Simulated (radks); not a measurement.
Results of a calculation; reference values are marked as such.
Isoelectronic series with 6 electrons, each ion in its NIST ground configuration. Code: a radial shooting solver on a logarithmic mesh with Libxc functionals. Model: scalar-relativistic Kohn-Sham, PBE, spin-polarised, spherical densities, point nucleus; open shells are filled with parallel spins first. Total energies (hartree) and mean radii <r> (bohr) (* marks an orbital that is empty in some or all of the ions):

ion    configuration  E (hartree)  2p down*   2p up  2s down   2s up  1s down
Al7+    [He] 2s2 2p2   -214.73065    0.4980  0.4901   0.5552  0.5484   0.1196
Si8+    [He] 2s2 2p2   -252.11718    0.4522  0.4457   0.5076  0.5020   0.1107
P9+     [He] 2s2 2p2   -292.54606    0.4142  0.4088   0.4676  0.4628   0.1031
S10+    [He] 2s2 2p2   -336.02369    0.3820  0.3775   0.4333  0.4292  0.09636
Cl11+   [He] 2s2 2p2   -382.55704    0.3546  0.3506   0.4037  0.4002  0.09048
Ar12+   [He] 2s2 2p2   -432.15362    0.3308  0.3274   0.3779  0.3748  0.08526
K13+    [He] 2s2 2p2   -484.82144    0.3100  0.3070   0.3551  0.3524  0.08061
Ca14+   [He] 2s2 2p2   -540.56909    0.2916  0.2890   0.3349  0.3325  0.07642
Sc15+   [He] 2s2 2p2   -599.40567    0.2753  0.2730   0.3168  0.3146  0.07265
Ti16+   [He] 2s2 2p2   -661.34083    0.2607  0.2586   0.3006  0.2986  0.06922
V17+    [He] 2s2 2p2   -726.38478    0.2476  0.2457   0.2859  0.2841  0.06609
Cr18+   [He] 2s2 2p2   -794.54828    0.2357  0.2340   0.2726  0.2709  0.06322
Mn19+   [He] 2s2 2p2   -865.84264    0.2249  0.2234   0.2604  0.2589  0.06059
Fe20+   [He] 2s2 2p2   -940.27977    0.2151  0.2136   0.2492  0.2478  0.05816
Co21+   [He] 2s2 2p2  -1017.87215    0.2060  0.2047   0.2389  0.2377  0.05592
Ni22+   [He] 2s2 2p2  -1098.63285    0.1977  0.1965   0.2294  0.2283  0.05383
Cu23+   [He] 2s2 2p2  -1182.57553    0.1900  0.1889   0.2206  0.2196  0.05189
Zn24+   [He] 2s2 2p2  -1269.71449    0.1829  0.1818   0.2125  0.2115  0.05007
Ga25+   [He] 2s2 2p2  -1360.06465    0.1762  0.1753   0.2049  0.2039  0.04838
